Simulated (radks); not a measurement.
All-electron atom: Er2+ in [Xe] 4f12. Method: Dirac Kohn-Sham, BLYP, spin-unpolarised, spherical densities, point nucleus; open shells fill j = l - 1/2 first; computed with a radial shooting solver on a logarithmic mesh with Libxc functionals. Some entries of the table are withheld. Estimate them.

orbital  occ.  eigenvalue (hartree)  r(max) (bohr)  <r^2> (bohr^2)
1s1/2       2             -2106.821            (1)       0.0005677
2s1/2       2             -354.1634        0.07340        0.008773
2p1/2       2             -337.3484        0.05511        0.006328
2p3/2       4             -303.6396        0.06134        0.007547
3s1/2       2             -79.74042         0.2074         0.05794
3p1/2       2             -72.36625         0.1950         0.05362
3p3/2       4             -65.28709         0.2080         0.06047
3d3/2       4             -52.68051         0.1642         0.04763
3d5/2       6             -51.13330         0.1678         0.04953
4s1/2       2             -16.13702         0.4742          0.2917
4p1/2       2             -13.19175         0.4764          0.3048
4p3/2       4             -11.59791         0.5041          0.3429
4d3/2       4              -6.75319         0.5068             (2)
4d5/2       6              -6.46374         0.5158             (3)
5s1/2       2              -2.42784          1.113           1.769
5p1/2       2              -1.63370          1.216           2.276
5p3/2       4              -1.43528          1.303           2.644
4f5/2       6                   (4)         0.5065          0.9008
4f7/2       6                   (5)         0.5120          0.9533
6s1/2       0              -0.55701          2.979           12.22
5d3/2       0              -0.50568          1.886             (6)
5d5/2       0              -0.49315          1.941             (7)

Answer. 
(1) 1s1/2 r(max) (bohr): 0.01285
(2) 4d3/2 <r^2> (bohr^2): 0.3876
(3) 4d5/2 <r^2> (bohr^2): 0.4028
(4) 4f5/2 eigenvalue (hartree): -0.65586
(5) 4f7/2 eigenvalue (hartree): -0.61600
(6) 5d3/2 <r^2> (bohr^2): 7.034
(7) 5d5/2 <r^2> (bohr^2): 7.378
